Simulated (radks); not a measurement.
Valence configurations of the xenon ion Xe+ (all share [Kr]). Calculated with a radial shooting solver on a logarithmic mesh with Libxc functionals: Dirac Kohn-Sham, PBEsol, spin-unpolarised, spherical densities, finite nucleus; open shells are shared between the two j in proportion to 2j + 1; Fermi nuclear charge, rms radius 4.7859 fm. Energies are relative to 4d10 5s2 5p5; eigenvalues in eV.

valence           E (eV)  e(4d3/2)  e(4d5/2)  e(5p1/2)  e(5p3/2)  e(5s1/2)
4d10 5s2 5p5       0.000   -70.466   -68.475   -17.990   -16.593   -29.096
4d9.5 5s2 5p5.5   26.802   -73.985   -71.956   -18.755   -17.278   -30.169
4d10 5s1 5p6      12.115   -71.764   -69.769   -18.585   -17.152   -29.821
4d9 5s2 5p6       54.999   -77.501   -75.434   -19.510   -17.952   -31.223
4d10 5s1.5 5p5.5   6.038   -71.119   -69.126   -18.290   -16.875   -29.462

NIST lists [Kr] 4d10 5s2 5p5 as the ground configuration; this level of theory agrees among the configurations tried. The energies are those of spherical spin-averaged densities, not of single terms.
